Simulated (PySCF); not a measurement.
# MGa for M along the chalcogens

PBE with triple-zeta basis sets in PySCF, for the lowest determinant that a PBE0 search found; no spin–orbit coupling. De refers to high-spin ground-configuration atoms. A positive dipole means M(−)Ga(+).

```csv
M,basis,state (unpaired electrons),Re (Å),ωe (cm⁻¹),De (eV),μ (D)
O,def2-TZVPP,doublet (σ ↑),1.711,757,4.80,3.55
S,def2-TZVPP,doublet (σ ↑),2.087,456,3.96,3.06
Se,x2c-TZVPPall,doublet (σ ↑),2.210,316,3.53,2.70
```

The shortest bond is that of GaO (1.711 Å), the longest that of GaSe (2.210 Å). GaO is bound most strongly (4.80 eV) and GaSe least (3.53 eV).

The rows differ in basis set, which adds steps of its own.

Down a group the atoms grow and get heavier, so bonds lengthen and wavenumbers fall; this series shows no clear exception.

Spin–orbit coupling is left out. States were picked by a PBE0 search and need not be the measured ground states.
